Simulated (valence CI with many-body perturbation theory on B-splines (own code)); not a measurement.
Tl48+: calculated level list

Computed by configuration interaction combined with many-body perturbation theory (CI+MBPT): five valence electrons over a frozen Dirac-Fock core [Ar] 3d10, radial functions for each j: 11 s, 11 p, 10 d, 8 f, 5 g, 2 h, with the one-electron correlation potential Σ1 (screened to all orders), the two-electron term Σ2, the three-electron term Σ3, Breit, model QED; selected single and double excitations, second order for the rest, scaled by the run's own slope (own B-spline code, finite nucleus).

The last digits are not significant, and no measured levels were compared; by estimate large intervals hold to a few tenths of a per cent, small ones and those within an open d or f shell to about a per cent. Among the levels kept, up to 2200 cm⁻¹ of a level comes from second order outside the variational space, and about a tenth of that is noise between levels of different J, which matters for small intervals.

Levels 1 to 45 of 174, with energies above the lowest level, (4s^2 4p1/2^2 4p3/2) J=3/2. "Leading %" is the weight of the configuration and term that name the level; weights of strongly mixed levels are sums over their largest components and can fall short, so below about 35 % the name and the second component can differ from the true leading terms, or belong to a minority configuration. In the jj column 3d3/2^4 stands for four electrons in 3d with j = 3/2.

```
No.  Configuration  Term    J  E (× 10³ cm⁻¹)  Leading %     Second component                     Leading jj
  1        4s2 4p3   2P°  3/2            0.00         48     27 % 4s2 4p3 2D°      4s^2 4p1/2^2 4p3/2 (99 %)
  2        4s2 4p3   4S°  3/2          1193.2         55     44 % 4s2 4p3 2D°      4s^2 4p1/2 4p3/2^2 (99 %)
  3        4s2 4p3   2D°  5/2          1243.1         99                           4s^2 4p1/2 4p3/2^2 (99 %)
  4        4s2 4p3   2P°  1/2          1306.5         99                           4s^2 4p1/2 4p3/2^2 (99 %)
  5     4s2 4p2 4d    2D  3/2          1445.7         40   34 % 4s2 4p2 4d 4F      4s^2 4p1/2^2 4d3/2 (99 %)
  6     4s2 4p2 4d    2D  5/2          1767.4         31   20 % 4s2 4p2 4d 4D      4s^2 4p1/2^2 4d5/2 (95 %)
  7         4s 4p4    4P  5/2          2140.5         67       26 % 4s 4p4 2D      4s 4p1/2^2 4p3/2^2 (93 %)
  8         4s 4p4    2S  1/2          2274.7         59       27 % 4s 4p4 4P      4s 4p1/2^2 4p3/2^2 (93 %)
  9         4s 4p4    2P  3/2          2290.7         42       33 % 4s 4p4 2D      4s 4p1/2^2 4p3/2^2 (89 %)
 10        4s2 4p3   2P°  3/2          2508.8         51     28 % 4s2 4p3 2D°            4s^2 4p3/2^3 (98 %)
 11     4s2 4p2 4d    2F  5/2          2631.3         46   46 % 4s2 4p2 4d 4F  4s^2 4p1/2 4p3/2 4d3/2 (98 %)
 12     4s2 4p2 4d    4F  3/2          2636.8         38   27 % 4s2 4p2 4d 4D  4s^2 4p1/2 4p3/2 4d3/2 (97 %)
 13     4s2 4p2 4d    4D  1/2          2638.2         80   15 % 4s2 4p2 4d 2P  4s^2 4p1/2 4p3/2 4d3/2 (99 %)
 14     4s2 4p2 4d    2G  7/2          2682.3         51   26 % 4s2 4p2 4d 2F  4s^2 4p1/2 4p3/2 4d3/2 (97 %)
 15     4s2 4p2 4d    2D  5/2          2816.8         35   23 % 4s2 4p2 4d 2F  4s^2 4p1/2 4p3/2 4d3/2 (92 %)
 16     4s2 4p2 4d    2D  3/2          2831.3         35   26 % 4s2 4p2 4d 2P  4s^2 4p1/2 4p3/2 4d3/2 (90 %)
 17     4s2 4p2 4d    2P  1/2          2840.0         37   35 % 4s2 4p2 4d 4P  4s^2 4p1/2 4p3/2 4d3/2 (95 %)
 18     4s2 4p2 4d    4D  7/2          2894.3         48   36 % 4s2 4p2 4d 4F  4s^2 4p1/2 4p3/2 4d5/2 (99 %)
 19     4s2 4p2 4d    2P  3/2          2941.6         44   25 % 4s2 4p2 4d 4P  4s^2 4p1/2 4p3/2 4d5/2 (93 %)
 20     4s2 4p2 4d    2G  9/2          2950.7         62   38 % 4s2 4p2 4d 4F  4s^2 4p1/2 4p3/2 4d5/2 (99 %)
 21     4s2 4p2 4d    2F  5/2          2962.9         34   33 % 4s2 4p2 4d 2D  4s^2 4p1/2 4p3/2 4d5/2 (93 %)
 22     4s2 4p2 4d    2D  5/2          3071.7         38   34 % 4s2 4p2 4d 4P  4s^2 4p1/2 4p3/2 4d5/2 (93 %)
 23     4s2 4p2 4d    2F  7/2          3075.2         58   18 % 4s2 4p2 4d 2G  4s^2 4p1/2 4p3/2 4d5/2 (95 %)
 24     4s2 4p2 4d    2D  3/2          3098.3         61   19 % 4s2 4p2 4d 2P  4s^2 4p1/2 4p3/2 4d5/2 (96 %)
 25     4s2 4p2 4d    2P  1/2          3111.3         54   36 % 4s2 4p2 4d 2S  4s^2 4p1/2 4p3/2 4d5/2 (95 %)
 26     4s2 4p2 4f   2F°  5/2          3367.0         36  29 % 4s2 4p2 4f 4G°      4s^2 4p1/2^2 4f5/2 (92 %)
 27         4s 4p4    4P  3/2          3392.4         72       16 % 4s 4p4 2D        4s 4p1/2 4p3/2^3 (90 %)
 28     4s2 4p2 4f   2F°  7/2          3460.3         30  16 % 4s2 4p2 4f 4F°      4s^2 4p1/2^2 4f7/2 (88 %)
 29         4s 4p4    2D  5/2          3468.0         67       24 % 4s 4p4 4P        4s 4p1/2 4p3/2^3 (90 %)
 30      4s 4p3 4d   4D°  5/2          3558.1         29   21 % 4s 4p3 4d 4F°  4s 4p1/2^2 4p3/2 4d3/2 (95 %)
 31         4s 4p4    2P  1/2          3563.5         56       33 % 4s 4p4 4P        4s 4p1/2 4p3/2^3 (89 %)
 32      4s 4p3 4d   4D°  3/2          3563.7         26   25 % 4s 4p3 4d 6D°  4s 4p1/2^2 4p3/2 4d3/2 (96 %)
 33      4s 4p3 4d   4P°  1/2          3565.1         46   31 % 4s 4p3 4d 6D°  4s 4p1/2^2 4p3/2 4d3/2 (96 %)
 34         4s 4p4    2P  3/2          3572.9         46       40 % 4s 4p4 2D        4s 4p1/2 4p3/2^3 (90 %)
 35      4s 4p3 4d   4F°  7/2          3611.9         21   18 % 4s 4p3 4d 6D°  4s 4p1/2^2 4p3/2 4d3/2 (81 %)
 36      4s 4p3 4d   2D°  3/2          3684.2         29   15 % 4s 4p3 4d 4F°  4s 4p1/2^2 4p3/2 4d3/2 (86 %)
 37      4s 4p3 4d   4D°  1/2          3751.0         48   26 % 4s 4p3 4d 2P°  4s 4p1/2^2 4p3/2 4d3/2 (94 %)
 38      4s 4p3 4d   2F°  5/2          3761.6         31   22 % 4s 4p3 4d 4G°  4s 4p1/2^2 4p3/2 4d3/2 (88 %)
 39      4s 4p3 4d   4F°  9/2          3812.7         48   30 % 4s 4p3 4d 6D°  4s 4p1/2^2 4p3/2 4d5/2 (97 %)
 40      4s 4p3 4d   4D°  5/2          3895.9         31   20 % 4s 4p3 4d 4P°  4s 4p1/2^2 4p3/2 4d5/2 (96 %)
 41      4s 4p3 4d   2D°  3/2          3947.1         32   17 % 4s 4p3 4d 4D°  4s 4p1/2^2 4p3/2 4d5/2 (85 %)
 42      4s 4p3 4d   2F°  7/2          3951.8         34   25 % 4s 4p3 4d 4D°  4s 4p1/2^2 4p3/2 4d5/2 (87 %)
 43     4s2 4p2 4d    2D  3/2          4003.0         32   26 % 4s2 4p2 4d 4P      4s^2 4p3/2^2 4d3/2 (91 %)
 44     4s2 4p2 4d    2D  5/2          4010.2         26   24 % 4s2 4p2 4d 4D      4s^2 4p3/2^2 4d3/2 (91 %)
 45     4s2 4p2 4d    4P  1/2          4012.4         44   25 % 4s2 4p2 4d 2P      4s^2 4p3/2^2 4d3/2 (91 %)
```

The ionisation energy to 4s2 4p2 3P_0 of the next ion comes out as 2637.6 eV (NIST: 2635 ± 4 eV (theoretical)). All 174 levels together are meant to be complete up to 5765.4 × 10³ cm⁻¹.
